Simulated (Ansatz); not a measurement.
FH5N3Nb (`[NH]=[Nb]([NH2])([NH2])[F]`). Total charge 0; spin multiplicity 1. Nb takes the def2 core potential. The geometry is a stationary point of PBE0-D4/def2-TZVP. It is one conformer, not always the lowest.

```xyz
10

N    -1.497   -1.042    0.111
Nb   -0.403    0.295   -0.138
N     0.872   -0.326   -1.512
N     0.470    0.586    1.608
F    -1.241    1.896   -0.714
H    -2.284   -1.668    0.193
H     1.683    0.200   -1.808
H     0.871   -1.235   -1.947
H     0.306    0.049    2.445
H     1.223    1.243    1.761
```

Task: What is the dipole moment at B3LYP/def2-TZVPP? (Estimate.)

Result: The calculation gave: 2.50 D, with components (2.16, -1.10, 0.60) D in this frame, pointing from negative to positive charge.

Task: And with PBE, r2SCAN, ωB97M-V? (Estimate.)

Result: Computed: PBE 2.43 D, r2SCAN 2.48 D, ωB97M-V 2.44 D.

Task: Give the Mulliken charges with B3LYP, PBE, ωB97M-V in def2-TZVPP. (Estimate.)

Result: Ansatz gave: 
| atom | B3LYP | PBE | ωB97M-V |
| --- | --- | --- | --- |
| N1 | -0.68 | -0.63 | -0.63 |
| Nb2 | 1.52 | 1.32 | 1.47 |
| N3 | -0.58 | -0.55 | -0.53 |
| N4 | -0.58 | -0.55 | -0.53 |
| F5 | -0.44 | -0.39 | -0.43 |
| H6 | 0.16 | 0.17 | 0.13 |
| H7 | 0.14 | 0.15 | 0.11 |
| H8 | 0.16 | 0.17 | 0.14 |
| H9 | 0.16 | 0.17 | 0.14 |
| H10 | 0.14 | 0.15 | 0.11 |

B3LYP here is the variant with VWN-RPA as its local correlation; programs differ in this.
